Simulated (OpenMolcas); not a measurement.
Multiplet structure of Te4+

* Program: OpenMolcas
* Method: SS-CASPT2, IPEA 0.25 Eh, imaginary shift 0.1 Eh (closed shells correlated: 4d)
* Basis: ANO-RCC-VQZP [8s7p5d3f2g]
* Scalar Hamiltonian: DKH2, point nucleus
* Active space: 2 electrons in 4 orbitals (5s 5p)
* State averaging: 2S+1 = 3 even, 3 roots; 2S+1 = 1 even, 7 roots; 2S+1 = 3 odd, 3 roots; 2S+1 = 1 odd, 3 roots
* Spin-orbit coupling: state interaction with AMFI integrals over the reference wave functions, term energies averaged over their components

Spin-free terms above the lowest, with the occupations of the reference:

```
Configuration  Term  E (cm⁻¹)      Occupations
          5s²    ¹S       0.0  5s 1.94 5p 0.06
        5s 5p   ³P°     81340  5s 1.00 5p 1.00
        5s 5p   ¹P°    108800  5s 1.00 5p 1.00
          5p²    ³P    184440          5p 2.00
          5p²    ¹D    186850          5p 2.00
          5p²    ¹S    209120  5s 0.06 5p 1.94
```

With spin-orbit coupling, above the lowest level:

| Configuration | Term | J | E (cm⁻¹) | Measured (cm⁻¹) | g | Term weight % | Second |
| --- | --- | --- | --- | --- | --- | --- | --- |
| 5s² | ¹S | 0 | 0.0 | 0.0 |  | 100 |  |
| 5s 5p | ³P° | 0 | 75250 |  |  | 100 |  |
| 5s 5p | ³P° | 1 | 77780 |  | 1.493 | 98 |  |
| 5s 5p | ³P° | 2 | 84400 |  | 1.501 | 100 |  |
| 5s 5p | ¹P° | 1 | 109340 | 111707 | 1.008 | 98 |  |
| 5p² | ³P | 0 | 176500 | 176248 |  | 94 | 6 ¹S |
| 5p² | ³P | 1 | 181510 | 182419 | 1.501 | 100 |  |
| 5p² | ¹D | 2 | 182940 |  | 1.235 | 53 | 47 ³P |
| 5p² | ³P | 2 | 191320 |  | 1.267 | 53 | 47 ¹D |
| 5p² | ¹S | 0 | 211210 |  |  | 94 | 6 ³P |

Against the 3 measured excited levels shown (Moore, Atomic Energy Levels, vol. III, NSRDS-NBS 35 (1971 reprint of NBS Circular 467, 1958)) the mean absolute deviation is 1200 cm-1; the largest miss in energy is 5s 5p ¹P°₁: computed 109340, measured 111707 cm⁻¹ (-2.1 %).

Spin-orbit coupling puts the lowest level 11.9 cm⁻¹ below the lowest spin-free term.

CASPT2 does not keep the components of a term degenerate, so their means are used; among the terms shown or strongly mixed into the levels shown the widest spread is 17 cm-1 (5p² ¹D). Over all roots computed the reference weight is 0.89 to 0.95; the roots of lowest weight are the least certain, and an intruder state may touch them. The ¹D term of p² mixes with s d, which this space lacks. Computed and measured levels are paired by configuration, term and J; levels that our copy of the source lacks, or whose pairing is in doubt (as where it misses far off the trend of its configuration), stay unpaired and out of the deviations. Levels of configurations outside the active space are missing.

The term weight is that of the spin-free term in the level, not the purity of its configuration. ° marks odd parity.
